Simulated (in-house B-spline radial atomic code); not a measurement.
Configurations of Sb⁺, with energies counted from [Kr] 4d10 5s2 (5p1/2)2. Method: Dirac-Hartree-Fock, average of each configuration as written, Fermi nucleus of rms radius 4.6802 fm. Calculated with an all-electron radial atomic-structure program (B-spline basis). Energies include first-order Breit, QED and recoil terms.

Occupations are held fixed; configurations that lie above the ionisation limit could autoionise.

| configuration | E - E(ref) (eV) | highest orbital | its <r> (bohr) |
| --- | --- | --- | --- |
| [Kr] 4d10 5s1 (5p1/2)1 (5p3/2)2 | 9.0245 | 5p3/2 | 2.72 |
| [Kr] 4d10 (4f7/2)1 5s2 (5p3/2)1 | 12.739 | 4f7/2 | 8.685 |
| [Kr] 4d10 5s2 (5p1/2)1 8s1 | 12.944 | 8s1/2 | 16.83 |
| [Kr] 4d10 5s2 (5p3/2)1 9s1 | 14.532 | 9s1/2 | 24.66 |
| [Kr] 4d10 (4f7/2)1 5s1 (5p1/2)1 (5p3/2)1 | 20.66 | 4f7/2 | 8.64 |
| [Kr] 4d10 5s1 (5p1/2)2 (9g9/2)1 | 23.174 | 9g9/2 | 55.71 |
| [Kr] (4d3/2)4 (4d5/2)5 5s2 (5p1/2)2 (6f5/2)1 | 46.744 | 6f5/2 | 23.01 |
| [Ar] (3d3/2)4 (3d5/2)5 4s2 4p6 4d10 5s2 (5p3/2)2 (9d3/2)1 | 546.06 | 9d3/2 | 34.34 |

Order these further configurations by energy, lowest first.
A. [Kr] 4d10 5s2 (5p3/2)1 (8g9/2)1
B. [Kr] (4d3/2)3 (4d5/2)6 5s2 (5p1/2)1 (5p3/2)1 (7g7/2)1
C. [Ar] (3d3/2)3 (3d5/2)6 4s2 4p6 4d10 5s2 (5p1/2)2 (9p1/2)1
D. [Ar] (3d3/2)4 (3d5/2)5 4s2 4p6 4d10 5s2 (5p1/2)2 (5f7/2)1
E. [Kr] 4d10 5s1 (5p1/2)1 (5p3/2)1 (6d5/2)1

A (15.342 eV), E (20.588 eV), B (48.918 eV), D (543.44 eV), C (553.58 eV).

How far above the reference does [Ar] (3d3/2)3 (3d5/2)6 4s2 4p6 4d10 5s2 (5p1/2)2 (7d5/2)1 lie?

552.82 eV; its least bound orbital is 7d5/2 with <r> = 16.73 bohr.

How far above the reference does [Kr] 4d10 5s2 (5p3/2)2 lie?

1.0442 eV; its least bound orbital is 5p3/2 with <r> = 2.726 bohr.

How far above the reference does [Ar] (3d3/2)4 (3d5/2)5 4s2 4p6 4d10 5s2 (5p1/2)2 6s1 lie?

537.75 eV; its least bound orbital is 6s1/2 with <r> = 5.358 bohr.
